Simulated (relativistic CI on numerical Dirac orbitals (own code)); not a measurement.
## Tb56+: computed level list

Method of calculation: Dirac-Coulomb-Breit CI, KLI orbitals optimised for each configuration, model QED (radiative potential, 1s self-energy scaled to tabulated hydrogen-like ionisation energies), unscaled Slater integrals (own radial code, finite nucleus).

Configurations in the expansion (outside the closed core 1s2): 2s2 2p5, 2s 2p6, 2p6 3s, 2p6 3p, 2p6 3d, 2s2 2p4 3s, 2s2 2p4 3p, 2s2 2p4 3d, 2s 2p5 3s, 2s 2p5 3p, 2s 2p5 3d, 2s2 2p4 4s, 2s2 2p4 4p, 2s2 2p4 4d, 2s2 2p4 4f, 2s2 2p3 3s2. Levels of other configurations are missing.

The lowest level is 2s2 2p5 2P°_3/2, with 100 % of that term; Hund's rules for 2s2 2p5 give 2P° with J = 3/2, in agreement.

```csv
No.,Configuration,Term,J,E (Ry),%,Lifetime (s),jj configuration (%)
1,2s2 2p5,2P°,3/2,0.000,100,,2p3/2^3 (100)
2,2s2 2p5,2P°,1/2,56.536,100,2.40e-10,2p1/2 2p3/2^4 (100)
3,2s 2p6,2S,1/2,85.591,100,1.36e-13,2s (100)
4,2s2 2p4 3s,4P,5/2,473.600,69,4.88e-14,2p3/2^2 3s (100)
5,2s2 2p4 3s,2P,3/2,474.290,56,7.99e-15,2p3/2^2 3s (100)
6,2s2 2p4 3s,2S,1/2,477.543,64,1.62e-14,2p3/2^2 3s (100)
7,2s2 2p4 3p,4P°,3/2,481.814,32,3.75e-12,2p3/2^2 3p1/2 (100)
8,2s2 2p4 3p,2D°,5/2,481.989,36,1.33e-12,2p3/2^2 3p1/2 (100)
9,2s2 2p4 3p,2P°,1/2,485.556,73,1.45e-12,2p3/2^2 3p1/2 (99)
10,2s2 2p4 3p,2D°,5/2,497.513,50,1.38e-12,2p3/2^2 3p3/2 (100)
11,2s2 2p4 3p,4D°,7/2,497.533,69,1.39e-12,2p3/2^2 3p3/2 (100)
12,2s2 2p4 3p,2P°,1/2,497.589,50,1.39e-12,2p3/2^2 3p3/2 (100)
13,2s2 2p4 3p,2P°,3/2,500.537,46,6.27e-13,2p3/2^2 3p3/2 (100)
14,2s2 2p4 3p,2P°,3/2,502.079,68,1.55e-12,2p3/2^2 3p3/2 (100)
15,2s2 2p4 3d,4D,3/2,506.702,33,9.43e-14,2p3/2^2 3d3/2 (100)
16,2s2 2p4 3d,4D,5/2,506.860,37,3.99e-14,2p3/2^2 3d3/2 (97)
17,2s2 2p4 3d,2F,7/2,506.997,37,2.45e-12,2p3/2^2 3d3/2 (100)
18,2s2 2p4 3d,4P,1/2,507.088,49,5.99e-15,2p3/2^2 3d3/2 (98)
19,2s2 2p4 3d,2F,7/2,510.419,50,9.48e-12,2p3/2^2 3d5/2 (100)
20,2s2 2p4 3d,4F,9/2,510.487,69,1.45e-11,2p3/2^2 3d5/2 (100)
21,2s2 2p4 3d,2D,3/2,510.517,68,1.23e-13,2p3/2^2 3d3/2 (90)
22,2s2 2p4 3d,2P,1/2,511.368,58,2.12e-15,2p3/2^2 3d5/2 (98)
23,2s2 2p4 3d,2D,5/2,512.908,50,1.12e-15,2p3/2^2 3d5/2 (98)
24,2s2 2p4 3d,2P,3/2,513.069,47,8.87e-16,2p3/2^2 3d5/2 (90)
25,2s2 2p4 3d,2D,5/2,515.072,69,1.51e-15,2p3/2^2 3d5/2 (99)
26,2s2 2p4 3s,4P,3/2,530.268,87,9.22e-14,2p1/2 2p3/2^3 3s (100)
27,2s2 2p4 3s,2P,1/2,530.876,66,8.76e-15,2p1/2 2p3/2^3 3s (100)
28,2s2 2p4 3s,2D,5/2,531.722,69,5.30e-14,2p1/2 2p3/2^3 3s (100)
29,2s2 2p4 3s,2D,3/2,532.083,67,1.05e-14,2p1/2 2p3/2^3 3s (100)
30,2s2 2p4 3p,4P°,1/2,538.214,52,2.84e-11,2p1/2 2p3/2^3 3p1/2 (100)
31,2s2 2p4 3p,4D°,3/2,538.681,54,3.22e-12,2p1/2 2p3/2^3 3p1/2 (100)
32,2s2 2p4 3p,2F°,5/2,539.715,53,2.19e-12,2p1/2 2p3/2^3 3p1/2 (100)
33,2s2 2p4 3p,2P°,3/2,542.201,50,1.15e-12,2p1/2 2p3/2^3 3p1/2 (99)
34,2s2 2p4 3p,4D°,5/2,553.312,36,7.77e-13,2p1/2 2p3/2^3 3p3/2 (71)
35,2s2 2p4 3p,2P°,1/2,554.312,36,4.78e-13,2p1/2 2p3/2^3 3p3/2 (98)
36,2s2 2p4 3p,2D°,3/2,554.503,45,2.19e-13,2p1/2 2p3/2^3 3p3/2 (96)
37,2s2 2p4 3p,2P°,3/2,555.081,39,6.28e-14,2p1/2 2p3/2^3 3p3/2 (81)
38,2s2 2p4 3p,2F°,7/2,555.427,69,9.82e-13,2p1/2 2p3/2^3 3p3/2 (100)
39,2s2 2p4 3p,2D°,5/2,555.482,36,4.45e-13,2p1/2 2p3/2^3 3p3/2 (65)
40,2s2 2p4 3p,2D°,5/2,556.723,38,4.78e-13,2p1/2 2p3/2^3 3p3/2 (65)
41,2s 2p5 3s,2P°,3/2,557.448,61,1.53e-14,2s 2p3/2^3 3s (79)
42,2s2 2p4 3p,2P°,1/2,558.932,71,3.96e-14,2p1/2 2p3/2^3 3p3/2 (83)
43,2s 2p5 3s,2P°,3/2,561.557,73,1.17e-13,2s 2p3/2^3 3s (97)
44,2s 2p5 3s,2P°,1/2,561.666,70,1.29e-14,2s 2p3/2^3 3s (81)
45,2s2 2p4 3d,4D,1/2,562.886,81,5.71e-14,2p1/2 2p3/2^3 3d3/2 (99)
```

Energies count from the lowest computed level; ° marks odd parity; lifetimes are radiative, by E1, M1, E2, M2 decay to levels of this space only. Filled j subshells are mostly left out of the jj labels.

The mean weight of the leading LS term, summed over parents, in these 45 levels is 59 %, and that of the leading jj configuration (from the same eigenvectors) 95 %, so jj coupling describes them better and the LS labels are nominal.

At this charge energies of transitions that change n are usually good to better than 1 %, and those within a shell (Δn = 0) to a few per cent.

LS names give the leading component of a level, which can be under half, so a name can repeat, a term be missing and a line seem to break the LS rules.
